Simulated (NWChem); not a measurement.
System: CH₃ClO₂Si; SMILES O[Si@@H](Cl)C=O

Parts of the log:

```
             Northwest Computational Chemistry Package (NWChem) 7.3.0
             --------------------------------------------------------

 C1  symmetry detected

                             Geometry "geometry" -> ""
                             -------------------------

 Output coordinates in angstroms (scale by  1.889725989 to convert to a.u.)

  No.       Tag          Charge          X              Y              Z
 ---- ---------------- ---------- -------------- -------------- --------------
    1 O                    8.0000    -0.86335003     2.40581915    -0.14412645
    2 C                    6.0000    -0.26566863     1.56156564     0.49490479
    3 Si                  14.0000     0.39856332    -0.01858250    -0.36964777
    4 O                    8.0000     1.90816132    -0.26593790     0.25316793
    5 Cl                  17.0000    -0.88497790    -1.59049538     0.09698597
    6 H                    1.0000    -0.10690220     1.69368402     1.59169109
    7 H                    1.0000     0.37472082     0.13084911    -1.84064653
    8 H                    1.0000     2.43244070    -1.01440059    -0.06649788

 Effective nuclear repulsion energy (a.u.)     273.8211202674

                                 NWChem DFT Module
                                 -----------------

 Summary of "ao basis" -> "ao basis" (spherical)
 ------------------------------------------------------------------------------
       Tag                 Description            Shells   Functions and Types
 ---------------- ------------------------------  ------  ---------------------
 O                         def2-tzvp                11       31   5s3p2d1f
 C                         def2-tzvp                11       31   5s3p2d1f
 Si                        def2-tzvp                13       37   5s5p2d1f
 Cl                        def2-tzvp                13       37   5s5p2d1f
 H                         def2-tzvp                 4        6   3s1p

            General Information
            -------------------
          SCF calculation type: DFT
          Wavefunction type:  closed shell.
          No. of atoms     :     8
          No. of electrons :    56
           Alpha electrons :    28
            Beta electrons :    28
          Charge           :     0
          Spin multiplicity:     1
          Use of symmetry is: off; symmetry adaption is: off
          Maximum number of iterations: 150
          AO basis - number of functions:   185
                     number of shells:    71
          Convergence on energy requested:  1.00D-06
          Convergence on density requested:  1.00D-05
          Convergence on gradient requested:  5.00D-04

              XC Information
              --------------
                    Becke 1988 Exchange Functional  1.000
              Lee-Yang-Parr Correlation Functional  1.000

             Grid Information
             ----------------
          Grid used for XC integration:  medium
          Radial quadrature: Mura-Knowles
          Angular quadrature: Lebedev.
          Tag              B.-S. Rad. Rad. Pts. Rad. Cut. Ang. Pts.
          ---              ---------- --------- --------- ---------
          O                   0.60       49          12.0       434
          C                   0.70       49          11.0       434
          Si                  1.10       88          10.0       590
          Cl                  1.00       88          11.0       590
          H                   0.35       45          11.0       434
          Grid pruning is: on
          Number of quadrature shells:   458
          Spatial weights used:  Erf1

      Superposition of Atomic Density Guess
      -------------------------------------

 Sum of atomic energies:        -937.05246940

      Non-variational initial energy
      ------------------------------

 Total energy =    -938.587378
 1-e energy   =   -1838.870698
 2-e energy   =     626.462199
 HOMO         =      -0.280861
 LUMO         =      -0.076945

------------------------------------------------------------
EAF file 0: "./job.aoints.0" size=504365056 bytes
------------------------------------------------------------
               write      read    awrite     aread      wait
               -----      ----    ------     -----      ----
     calls:      962         0         0         0         0
   data(b): 5.04e+08  0.00e+00  0.00e+00  0.00e+00
   time(s): 0.00e+00  0.00e+00  0.00e+00  0.00e+00  0.00e+00
rate(mb/s): 0.00e+00  0.00e+00
------------------------------------------------------------

     ---------------------------------------------
      Total Density - Mulliken Population Analysis
     ---------------------------------------------

    Atom       Charge   Shell Charges
 -----------   ------   -------------------------------------------------------
    1 O    8     8.69   0.79  1.18  0.61  0.96  0.29  1.98  2.08  0.77  0.00  0.02  0.00
    2 C    6     5.59   0.86  1.12  0.55  0.67  0.14  0.94  0.97  0.23  0.03  0.07  0.01
    3 Si  14    12.97   2.00  0.59  1.39  0.82  0.35  4.10  1.73  0.47  0.92  0.22  0.15  0.17  0.05
    4 O    8     8.84   0.79  1.18  0.59  0.95  0.24  2.02  2.20  0.85  0.00  0.01  0.00
    5 Cl  17    17.40   2.01  0.45  1.52  1.11  0.84  4.19  1.69  1.11  2.96  1.52  0.00  0.02  0.00
    6 H    1     0.91   0.24  0.47  0.17  0.02
    7 H    1     1.06   0.23  0.54  0.29  0.01
    8 H    1     0.54   0.19  0.25  0.06  0.04

   convergence    iter        energy       DeltaE   RMS-Dens  Diis-err
 ---------------- ----- ----------------- --------- --------- ---------
 d= 0,ls=0.0,diis     1   -940.0169698010 -1.21D+03  1.01D-02  2.54D+00
 d= 0,ls=0.0,diis     2   -939.1670608294  8.50D-01  8.63D-03  9.86D+00
 d= 0,ls=0.0,diis     3   -940.1225837183 -9.56D-01  2.78D-03  8.16D-01
 d= 0,ls=0.0,diis     4   -940.1679148116 -4.53D-02  1.63D-03  3.01D-01
 d= 0,ls=0.0,diis     5   -940.1938588022 -2.59D-02  4.53D-04  2.42D-02
  Resetting Diis
 d= 0,ls=0.0,diis     6   -940.1957006720 -1.84D-03  2.21D-04  3.60D-03
 d= 0,ls=0.0,diis     7   -940.1961392771 -4.39D-04  1.15D-04  1.58D-04
 d= 0,ls=0.0,diis     8   -940.1960597303  7.95D-05  7.63D-05  9.49D-04
 d= 0,ls=0.0,diis     9   -940.1961538660 -9.41D-05  1.90D-05  4.63D-05
 d= 0,ls=0.0,diis    10   -940.1961579789 -4.11D-06  5.16D-06  3.59D-06
 d= 0,ls=0.0,diis    11   -940.1961583784 -4.00D-07  1.06D-06  1.87D-07

         Total DFT energy =     -940.196158378438
      One electron energy =    -1842.222571877270
           Coulomb energy =      701.118814147216
    Exchange-Corr. energy =      -72.913520915795
 Nuclear repulsion energy =      273.821120267411

 Numeric. integr. density =       55.999997507090

                       DFT Final Molecular Orbital Analysis
                       ------------------------------------

 Vector   26  Occ=2.000000D+00  E=-2.911840D-01
              MO Center=  1.1D-01, -8.5D-01, -2.2D-02, r^2= 3.6D+00
   Bfn.  Coefficient  Atom+Function         Bfn.  Coefficient  Atom+Function
  ----- ------------  ---------------      ----- ------------  ---------------
   145      0.349813  5 Cl px               148      0.230523  5 Cl px
   107     -0.176199  4 O  pz               106      0.172329  4 O  py
   142      0.171051  5 Cl px               110     -0.144042  4 O  pz
   146     -0.143564  5 Cl py               147     -0.140396  5 Cl pz
   109      0.139493  4 O  py               136     -0.139280  5 Cl px

 Vector   27  Occ=2.000000D+00  E=-2.887985D-01
              MO Center= -5.4D-01, -1.2D+00, -5.4D-02, r^2= 2.6D+00
   Bfn.  Coefficient  Atom+Function         Bfn.  Coefficient  Atom+Function
  ----- ------------  ---------------      ----- ------------  ---------------
   147      0.444972  5 Cl pz               150      0.293683  5 Cl pz
   144      0.218937  5 Cl pz               145      0.187878  5 Cl px
   138     -0.177904  5 Cl pz               148      0.122048  5 Cl px
   176      0.107366  7 H  s                175      0.103362  7 H  s
   105      0.101417  4 O  px               142      0.092397  5 Cl px

 Vector   28  Occ=2.000000D+00  E=-2.132218D-01
              MO Center= -5.2D-01,  1.8D+00,  1.3D-01, r^2= 2.5D+00
   Bfn.  Coefficient  Atom+Function         Bfn.  Coefficient  Atom+Function
  ----- ------------  ---------------      ----- ------------  ---------------
     8      0.327037  1 O  pz                11      0.258748  1 O  pz
     7      0.229629  1 O  py               170     -0.230130  6 H  s
    14      0.214928  1 O  pz                66      0.200347  3 Si s
    10      0.181747  1 O  py               169     -0.180779  6 H  s
    13      0.154642  1 O  py                78      0.144601  3 Si py

 Vector   29  Occ=0.000000D+00  E=-1.098955D-01
              MO Center= -3.2D-01,  1.5D+00,  2.3D-01, r^2= 2.4D+00
   Bfn.  Coefficient  Atom+Function         Bfn.  Coefficient  Atom+Function
  ----- ------------  ---------------      ----- ------------  ---------------
    40     -0.285218  2 C  px                37     -0.281372  2 C  px
     6      0.279657  1 O  px                12      0.274316  1 O  px
    43     -0.271025  2 C  px                 9      0.219833  1 O  px
    44     -0.164798  2 C  py                41     -0.155356  2 C  py
     7      0.152086  1 O  py                38     -0.151479  2 C  py

 Vector   30  Occ=0.000000D+00  E=-3.082365D-02
              MO Center=  1.3D+00, -7.4D-01, -3.7D-01, r^2= 4.7D+00
   Bfn.  Coefficient  Atom+Function         Bfn.  Coefficient  Atom+Function
  ----- ------------  ---------------      ----- ------------  ---------------
    81     -0.738470  3 Si py                36      0.702768  2 C  s
   182      0.692611  8 H  s                104     -0.686080  4 O  s
    80      0.523972  3 Si px                44     -0.404820  2 C  py
    67     -0.372857  3 Si s                 78     -0.284634  3 Si py
   112      0.259149  4 O  py               148     -0.245687  5 Cl px

[...]
```

Level: BLYP/def2-TZVP. Coordinates come from a B3LYP/6-31G* (spherical d) optimisation.

**Question.** Write an input that gives this output.

**Answer.** One answer among several that fit: the input that was run:
```
start job
memory heap 200 mb stack 900 mb global 1100 mb
geometry units angstroms noautoz
  O     -0.689264     2.444874    -0.242961
  C     -0.139496     1.601785     0.439171
  Si     0.421304    -0.060770    -0.339891
  O      1.917450    -0.365556     0.289889
  Cl    -0.952081    -1.523555     0.217073
  H      0.034779     1.783559     1.526456
  H      0.396163     0.009416    -1.816772
  H      2.392981    -1.160961     0.009795
end
basis spherical
  * library def2-tzvp
end
dft
  xc becke88 lyp
  iterations 150
  semidirect filesize 400000000
  mulliken
end
task dft energy
```
